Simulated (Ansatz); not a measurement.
Compare A (`C=C(F)[SiH2]O`) with its isomer B (`C[C@H]1O[Si@H]1F`).

Program: Ansatz. Geometries: PBE0-D4/def2-TZVP. ΔE: electronic, gas phase. CCSD(T)/CBS adds triple-zeta CCSD(T) − MP2 to the extrapolated MP2 energy (def2 sets, frozen cores). Functionals use def2-TZVPP. B3LYP here is the variant with VWN-RPA as its local correlation; programs differ in this. Each species was taken in one conformer, which may not be the lowest.

A:

Z-matrix (Å, degrees):
```
Si
O 1 1.644
C 1 1.878 2 109.9
H 1 1.480 2 106.7 3 -119.4
H 1 1.487 2 112.2 3 119.7
H 2 0.958 1 117.7 3 -75.1
F 3 1.355 1 113.9 2 172.9
C 3 1.323 1 126.7 2 -6.8
H 8 1.082 3 119.1 1 -1.2
H 8 1.084 3 122.0 1 179.6
```

B:

Z-matrix (Å, degrees):
```
C
C 1 1.498
H 1 1.094 2 110.5
H 1 1.091 2 112.0 3 -120.8
H 1 1.093 2 109.7 3 119.1
O 2 1.514 1 113.4 3 65.6
Si 2 1.797 1 124.6 3 132.3
H 2 1.090 1 113.9 3 -61.0
F 7 1.587 2 121.0 1 4.5
H 7 1.471 2 128.8 1 162.1
```

Problem. Which is lower in electronic energy at CCSD(T)/CBS, and by how much? (An estimate is asked.)

Solution. Computed: B, by 24.2 kcal/mol.

Problem. Give E(B) − E(A) in kcal/mol with r2SCAN-D4, B3LYP, HF/def2-TZVPP, B3LYP-D4, MP2/def2-TZVPP, PBE0-D4, CCSD/def2-TZVPP. (Best estimate.)

Solution. The calculation gave: r2SCAN-D4 -25.3, B3LYP -21.4, HF/def2-TZVPP -17.8, B3LYP-D4 -21.5, MP2/def2-TZVPP -27.0, PBE0-D4 -24.7, CCSD/def2-TZVPP -23.3. None reverses the order clearly.

Largest T1 diagnostic: 0.013.

In def2-TZVPP, CCSD(T) changes the Hartree–Fock value by −5.9 kcal/mol (the triples alone add −0.3 kcal/mol) and MP2 by −9.3 kcal/mol.
